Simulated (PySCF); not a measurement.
r2SCAN on In⁻ (indium, charge -1), [Kr] 4d10 5s2 5p2, high-spin 3P determinant. Computed with PySCF 2.14 in aug-cc-pV5Z-PP with ECP28MDF, with a scalar-relativistic core potential.

```
cycle= 1 E= -190.203285674138  delta_E= -0.0116  |g|= 0.0342  |ddm|=  1.4
cycle= 2 E= -190.203429386434  delta_E= -0.000144  |g|= 0.0226  |ddm|= 0.345
cycle= 3 E= -190.203947496412  delta_E= -0.000518  |g|= 0.00954  |ddm|= 0.205
cycle= 4 E= -190.204075294892  delta_E= -0.000128  |g|= 0.00254  |ddm|= 0.0793
cycle= 5 E= -190.204080359389  delta_E= -5.06e-06  |g|= 0.000475  |ddm|= 0.0217
cycle= 6 E= -190.204081034929  delta_E= -6.76e-07  |g|= 0.00016  |ddm|= 0.00613
cycle= 7 E= -190.204081100378  delta_E= -6.54e-08  |g|= 1.38e-05  |ddm|= 0.00254
cycle= 8 E= -190.204081100862  delta_E= -4.85e-10  |g|= 5.74e-06  |ddm|= 0.000533
converged SCF energy = -190.204081100862  <S^2> = 2.005344  2S+1 = 3.0035606
```

Highest occupied orbital energy: 1.075 eV; ⟨L²⟩ = 2.02; populations by l: s 4.00, p 8.00, d 10.00, f 0.00.

Question: Can this result be used?

Answer: With care. Self-consistency was reached. Energies and moments cover only the electrons outside the core potential. At r2SCAN the highest occupied level has a positive energy, so only the finite basis holds that electron; in a semilocal or global hybrid functional this comes from self-interaction and does not mean that the real anion is unbound.
